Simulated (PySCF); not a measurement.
Stepwise substitution at one centre (Si C2H5-I). All species are isolated molecules in the gas phase. One relaxed conformer stands for each flexible species; it need not be the lowest. Strings in code marks are SMILES. In the def2 sets, heavy atoms carry core potentials. All members: neutral, multiplicity 1. Level: M06-2X/def2-TZVP // B3LYP-D3(BJ)/def2-SVP (PySCF), beside PBE-D3(BJ)/def2-TZVP // B3LYP-D3(BJ)/def2-SVP (PySCF) at the same geometries. 

```tsv
species	HOMO–LUMO gap, PBE (eV)	HOMO–LUMO gap, M06-2X (eV)
`I[Si](I)(I)I`	3.04	6.62
`CC[Si](I)(I)I` (C–C–Si–I torsion 180°)	3.64	7.29
`CC[Si](I)(I)CC` (C–C–Si–I torsion -59°, I–Si–C–C torsion 59°)	4.44	withheld
`CC[Si](I)(CC)CC`	5.29	9.17
`CC[Si](CC)(CC)CC`	6.52	10.33
```

Problem. Fit y = a + b·x, y being the HOMO–LUMO gap at the first level, to the 4 complete rows by least squares, with x = the PBE value in eV. Give a, b and the rms residual, and predict the withheld value.

Solution. Means of the 4 rows: x̄ = 4.6225, ȳ = 8.3525 eV. Σ(x − x̄)² = 7.5157 and Σ(x − x̄)(y − ȳ) = 8.0836, so b = 1.076 and a = ȳ − b·x̄ = 3.379 eV. The rms residual is 0.061 eV. At x = 4.44 the line gives 8.16 eV. The run for `CC[Si](I)(I)CC` (C–C–Si–I torsion -59°, I–Si–C–C torsion 59°) gave 8.16 eV, so the line is off by 0.00 eV, within twice the rms residual.

Codes: PySCF.
